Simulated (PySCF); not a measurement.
FGa, charge +1, doublet, at a GFN2-xTB geometry (such geometries of metal compounds can be far from the true shape) (a state made from the parent by changing its charge; the spin is typed, not shown lowest), with bond 2-1 at 3.0 times its length.

The PySCF input:
```python
from pyscf import gto, scf, dft

mol = gto.M(
    atom='''
Ga   -0.00000000   -0.00000000   -0.41893312
F     0.00000000    0.00000000    5.16684179
''',
    basis='cc-pvdz',
    charge=1,
    spin=1,
    verbose=4,
)

mf = dft.UKS(mol)
mf.xc = 'b3lyp'
mf.kernel()
mo_i, mo_e, stable_i, stable_e = mf.stability(internal=True, external=False, return_status=True, nroots=6, tol=1e-6)
print('internally stable:', stable_i, ' externally stable:', stable_e)
if not stable_i:
    umf = mf.copy()
    umf.scf_summary = {}
    umf.kernel(umf.make_rdm1(mo_i, mf.mo_occ))
```

**Question.** What does this run give for the HOMO energy, nuclear repulsion energy, number of basis functions, Mulliken (on the basis functions themselves) charges in atom order, <S^2>?

**Answer.** 
The HOMO energy is -13.94 eV. The nuclear repulsion energy comes out as 26.4315 Eh and the number of basis functions is 41. The Mulliken (on the basis functions themselves) charges in atom order comes out as Ga1 1.00, F2 0.00. The <S^2> is 0.751.

These values belong to the state on which the SCF converged, which isn't shown to be the lowest.
